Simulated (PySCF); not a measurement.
ClGeH3O. Atoms are numbered in the order given.

```xyz
6

Ge    -0.0543    -0.5634     0.0225
O      1.6442    -0.5666    -0.4578
Cl    -0.7402     1.4756     0.1451
H     -0.8010    -1.2680    -1.1067
H     -0.2433    -1.1599     1.4235
H      2.2113    -0.0949     0.1573
```
Charge 0, spin multiplicity 1.

The structure is a stationary point at PBE0-D3(BJ)/def2-TZVP. The values are those of a single conformer.

Level of theory: PBE0/pcSseg-2 (PySCF).

GIAO shieldings, no solvent; atoms listed in one row are averaged. δ = σ(ref) − σ: ⁷³Ge against GeH4 (σ = 1662.5 ppm); ¹⁷O against H2O (σ = 327.8 ppm); ³⁵Cl against HCl (σ = 943.3 ppm); ¹H against TMS (σ = 31.54 ppm), references at their B3LYP-D3(BJ)/def2-TZVP geometries, non-relativistic (without spin–orbit terms, shifts of atoms bonded to Cl or Br come out too high).

Q: Estimate the chemical shifts. (The exact figures need the calculation; the answer reports its results.)

A: 
```csv
nucleus,atoms,count,δ (ppm)
⁷³Ge,Ge1,1,343.0
¹⁷O,O2,1,48.8
³⁵Cl,Cl3,1,34.0
¹H,H5,1,6.31
¹H,H4,1,5.97
¹H,H6,1,1.30
```
